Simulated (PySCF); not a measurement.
Species: C4H3F3O2.
Atom-mapped SMILES: `[O:1]=[C:2]1[CH2:3][O:4][C@@H:5]1[C:6]([F:7])([F:8])[F:9]` (hydrogens: H10, H11 on C3; H12 on C5)

The same species was optimised twice, with GFN2-xTB and with PBE0-D3(BJ)/def2-SVP (PySCF), and the same property calculations (PySCF, gas phase) were run on both structures.

```tsv
coordinate	GFN2-xTB	PBE0-D3(BJ)/def2-SVP	change
C5–C6 (Å)	1.531	1.517	-0.014
C2–C3 (Å)	1.509	1.520	+0.011
O4–C5 (Å)	1.422	1.415	-0.007
C2–C5 (Å)	1.534	1.540	+0.006
C6–F9 (Å)	1.337	1.331	-0.006
C6–F8 (Å)	1.335	1.329	-0.006
C3–O4 (Å)	1.435	1.431	-0.004
C6–F7 (Å)	1.336	1.335	-0.001
O1=C2 (Å)	1.185	1.186	+0.001
F8–C6–F9 (°)	107.1	108.5	+1.4
C5–C6–F9 (°)	111.0	109.8	-1.2
C2–C5–C6 (°)	114.5	115.5	+1.0
C5–C6–F7 (°)	111.8	110.8	-1.0
F7–C6–F9 (°)	107.3	108.3	+1.0
C3–O4–C5 (°)	93.7	94.7	+1.0
O1–C2–C5 (°)	135.5	136.4	+0.9
C5–C6–F8 (°)	112.2	111.4	-0.8
O4–C5–C6–F7 (°)	-53	-56	-3
```

Rotational constants: A = 2698, B = 1430, C = 1156 MHz (GFN2-xTB) against A = 2707, B = 1434, C = 1160 MHz (PBE0-D3(BJ)/def2-SVP). Point groups within 0.08 Å: C1 and C1.

On the GFN2-xTB structure: lowest singlet, TDDFT (eV) 4.39 [CAM-B3LYP/def2-SVPD]; lowest triplet, Tamm–Dancoff (eV) 3.83 [CAM-B3LYP/def2-SVPD]; isotropic polarisability (au) 53.7 [CAM-B3LYP/def2-SVPD]; HOMO (eV) -9.98 [CAM-B3LYP/def2-SVPD]; LUMO (eV) -0.62 [CAM-B3LYP/def2-SVPD]; dipole (D) 2.40 [CAM-B3LYP/def2-SVPD]; HOMO (eV) -8.41 [PBE0/pcSseg-1]; LUMO (eV) -1.68 [PBE0/pcSseg-1]; dipole (D) 2.23 [PBE0/pcSseg-1]; GIAO shielding of O1 (ppm) -334.2 [PBE0/pcSseg-1]; GIAO shielding of C2 (ppm) -14.0 [PBE0/pcSseg-1]; GIAO shielding of C3 (ppm) 90.7 [PBE0/pcSseg-1]; GIAO shielding of O4 (ppm) 324.6 [PBE0/pcSseg-1]; GIAO shielding of C5 (ppm) 84.0 [PBE0/pcSseg-1]; GIAO shielding of C6 (ppm) 56.0 [PBE0/pcSseg-1]; GIAO shielding of F7/F8/F9 (mean) (ppm) 261.3 [PBE0/pcSseg-1].

**Question.** What do these properties become on the PBE0-D3(BJ)/def2-SVP structure?

**Answer.** 
```csv
property,level,on GFN2-xTB,on PBE0-D3(BJ)/def2-SVP,change
"lowest singlet, TDDFT (eV)",CAM-B3LYP/def2-SVPD,4.39,4.39,0.00
"lowest triplet, Tamm–Dancoff (eV)",CAM-B3LYP/def2-SVPD,3.83,3.83,0.00
isotropic polarisability (au),CAM-B3LYP/def2-SVPD,53.7,53.9,+0.2
HOMO (eV),CAM-B3LYP/def2-SVPD,-9.98,-9.93,+0.05
LUMO (eV),CAM-B3LYP/def2-SVPD,-0.62,-0.58,+0.04
dipole (D),CAM-B3LYP/def2-SVPD,2.40,2.21,-0.19
"energy, GFN2-xTB geometry as zero (kcal/mol)",CAM-B3LYP/def2-SVPD,0.0,-0.4,-0.4
HOMO (eV),PBE0/pcSseg-1,-8.41,-8.36,+0.05
LUMO (eV),PBE0/pcSseg-1,-1.68,-1.64,+0.04
dipole (D),PBE0/pcSseg-1,2.23,2.04,-0.19
"energy, GFN2-xTB geometry as zero (kcal/mol)",PBE0/pcSseg-1,0.0,-0.3,-0.3
GIAO shielding of O1 (ppm),PBE0/pcSseg-1,-334.2,-331.2,+3.0
GIAO shielding of C2 (ppm),PBE0/pcSseg-1,-14.0,-14.8,-0.8
GIAO shielding of C3 (ppm),PBE0/pcSseg-1,90.7,89.0,-1.7
GIAO shielding of O4 (ppm),PBE0/pcSseg-1,324.6,322.8,-1.8
GIAO shielding of C5 (ppm),PBE0/pcSseg-1,84.0,83.6,-0.4
GIAO shielding of C6 (ppm),PBE0/pcSseg-1,56.0,57.8,+1.8
GIAO shielding of F7/F8/F9 (mean) (ppm),PBE0/pcSseg-1,261.3,266.1,+4.8
```

The heavy atoms differ by 0.036 Å rms after alignment. Among bonds between heavy atoms C5–C6 changes most (-0.014 Å). Changes are differences of the printed values. Neither structure is proved a minimum here.

Conformer computed: `[O:1]=[C:2]1[CH2:3][O:4][C@@H:5]1[C:6]([F:7])([F:8])[F:9]`: O4–C5–C6–F7 -56°.
